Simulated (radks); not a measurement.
The numbers below are computed, except where a source is named.
Task: Level of theory: non-relativistic Kohn-Sham, LB94 model potential, spin-unpolarised, spherical densities, point nucleus (a radial shooting solver on a logarithmic mesh with Libxc functionals). Response by self-consistent Sternheimer equations with the Hartree and adiabatic LDA kernel. Rank C2+, B+, Ne6+, F5+, O4+, Be, Mg8+, N3+ (NIST ground configurations) by static dipole polarisability, largest first.

Result: Be 42.88, B+ 10.93, C2+ 4.357, N3+ 2.168, O4+ 1.234, F5+ 0.7683, Ne6+ 0.5108, Mg8+ 0.2589 bohr^3.
